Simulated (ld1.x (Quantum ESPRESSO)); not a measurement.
**Before and after: RRKJ potential for mercury (Hg)**

```
Element                 : Hg
Generator               : ld1.x (Quantum ESPRESSO) 7.5
Type                    : norm-conserving RRKJ (Kleinman–Bylander form)
Functional              : LDA (PZ)
Relativity              : fully relativistic
Frozen core             : [Kr] 4d10 4f14 5s2
Valence charge          : 18
Reference configuration : 5p6 5d10 6s2 6p0
Partial waves           : 6s (bound): rc 1.95 bohr; 5p (bound): rc 1.70 bohr; 5d (bound): rc 1.80 bohr
Local potential         : all-electron potential smoothed inside 1.65 bohr (lloc = -1)
Core correction         : none
rho0                    : 0.005
```

Open shells are filled in proportion to 2j + 1 (rel_dist='average').

Change: local potential the s channel.

Cutoffs: the cutoffs (Ry, on a coarse ladder) from which the occupation-weighted sum of valence levels, in a spherical-Bessel basis at the reference potential, stays within 10 and 1 mRy of its value at 400 Ry; they do not see the model core or the augmentation charge, which bear on the density cutoff. Errors are all-electron minus pseudo energies relative to the spin-unpolarised reference configuration.

Task: What does the change do?

Result: The potential gets neither clearly harder nor softer (45 Ry and 50 Ry → 45 Ry and 50 Ry); the bound ghost in s disappears; of the 7 tests that both files solve, the error grows in 5 and shrinks in 0 by more than 15 % and 0.3 meV (median size 112.8 → 671.4 meV); the range in which the p1/2 phases agree narrows (upper end -0.5 → -1.8); the range in which the d3/2 phases agree narrows (upper end at the end of the scan → 1.8). In the separable form a ghost depends on how the local part lies against the semilocal potential of the channel, so the choice of the local part can create or remove one.

```tsv
quantity	base	changed
cutoff, loose	45 Ry	45 Ry
cutoff, tight	50 Ry	50 Ry
loose cutoff by channel (10 mRy a level)	s 18 Ry, p 35 Ry, d 40 Ry	p 35 Ry, d 40 Ry, s 8 Ry
bound ghosts	s	none
error for 5p6 5d10 6s1 6p0, meV [ΔE 11.06 eV]	-5.3	-4.7
error for 5p6 5d10 6s0 6p0, meV [ΔE 30.46 eV]	-28	-27
error for 5p6 5d9 6s0 6p0, meV [ΔE 66.28 eV]	+24	-54
error for 5p6 5d10 6s0 6p1, meV [ΔE 18.49 eV]	-264	-1178
error for 5p6 5d9 6s2 6p1, meV [ΔE 10.28 eV]	-141	-861
error for 5p6 5d10 6s0 6p2, meV [ΔE 12.63 eV]	-309	-1687
error for 5p6 5d10 6s1 6p1, meV [ΔE 6.09 eV]	-113	-671
s: phases at 2.14 bohr within 0.05 rad from the reference energy up to (Ry; the scan ends near 5)	4.0	3.4
p1/2: phases at 2.14 bohr within 0.05 rad from the reference energy up to (Ry; the scan ends near 5)	-0.5	-1.8
p3/2: phases at 2.14 bohr within 0.05 rad from the reference energy up to (Ry; the scan ends near 5)	-0.6	-1.1
d3/2: phases at 2.14 bohr within 0.05 rad from the reference energy up to (Ry; the scan ends near 5)	to the end of the scan	1.8
d5/2: phases at 2.14 bohr within 0.05 rad from the reference energy up to (Ry; the scan ends near 5)	to the end of the scan	2.0
```

Changed file: These tests converged, but a pseudo level misses the all-electron one widely, so the file describes the atom poorly there or has found another state: 5p6 5d10 6s0 6p0: empty 6p by 2.2 eV; 5p6 5d9 6s0 6p0: empty 6p by 3.2 eV. A true bound ghost makes a file unfit for plane-wave use even where its test errors are small: the radial tests pick states by their node count and pass the ghost by.
